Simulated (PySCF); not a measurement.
Be(H)(Me) (CH₄Be), SMILES [BeH][CH3].

The structure is a stationary point at PBE0-D3(BJ)/def2-TZVPD.

These are B3LYP/def2-TZVPD (PySCF) values and carry that method's errors.

Isolated molecule, no solvent.

```yaml
total_energy: -55.27331 hartree
point_group: C3v
highest_occupied_level: -8.18 eV
lowest_empty_level: -0.52 eV
orbital_gap: 7.66 eV
dipole_moment: 0.57 D
quadrupole, principal values (traceless, Buckingham form, about the centre of nuclear charge): -6.13, 3.06, 3.06 D·Å
mean_static_polarisability: 31.8 bohr³ (4.72 Å³)
polarisability_principal_values: 29.9, 29.9, 35.7 bohr³
```
